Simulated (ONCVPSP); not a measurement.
u(r) = r·R(r): atom against pseudo-atom (carbon (C))

Columns: radius, all-electron u(r) and pseudo u(r) of the 2p shell (level -5.29 eV) of carbon in the configuration [He] 2s2 2p2; PBE, scalar-relativistic, ONCV scheme, ONCVPSP 4.0.1.

| r (bohr) | all-electron | pseudo |
| --- | --- | --- |
| 0.150 | 0.0929 | 0.0291 |
| 0.300 | 0.2545 | 0.1112 |
| 0.450 | 0.4063 | 0.2321 |
| 0.600 | 0.5260 | 0.3719 |
| 0.750 | 0.6129 | 0.5093 |
| 0.900 | 0.6696 | 0.6262 |
| 1.050 | 0.6998 | 0.7104 |
| 1.200 | 0.7089 | 0.7572 |
| 1.350 | 0.7021 | 0.7687 |
| 1.500 | 0.6840 | 0.7520 |
| 1.650 | 0.6581 | 0.7163 |
| 1.800 | 0.6272 | 0.6704 |
| 1.950 | 0.5934 | 0.6215 |
| 2.100 | 0.5581 | 0.5741 |
| 2.250 | 0.5225 | 0.5303 |
| 2.400 | 0.4873 | 0.4905 |
| 2.550 | 0.4532 | 0.4542 |
| 2.700 | 0.4205 | 0.4206 |
| 2.850 | 0.3893 | 0.3893 |
| 3.000 | 0.3599 | 0.3599 |
| 3.150 | 0.3323 | 0.3323 |
| 3.300 | 0.3065 | 0.3065 |
| 3.450 | 0.2824 | 0.2824 |
| 3.600 | 0.2600 | 0.2600 |
| 3.750 | 0.2391 | 0.2391 |
| 3.900 | 0.2198 | 0.2198 |

Task: How many radial nodes do the two functions have?

Result: The all-electron 2p function has n − l − 1 = 0; the pseudo-wave has 0.

Task: At about which radius was the pseudo-wave matched?

Result: 3.00 bohr. The columns agree to 0.0005 from 2.70 bohr on; several derivatives are matched, so the curves merge somewhat inside the radius.

Task: Where does each function peak?

Result: Outermost all-electron maximum near 1.20 bohr, pseudo maximum near 1.35 bohr (to the table’s step).

Task: Is the pseudo-wave norm-conserving?

Result: Yes: the ONCV scheme keeps the norm inside the radius equal to the all-electron one, which fixes the energy derivative of the logarithmic derivative at the level.
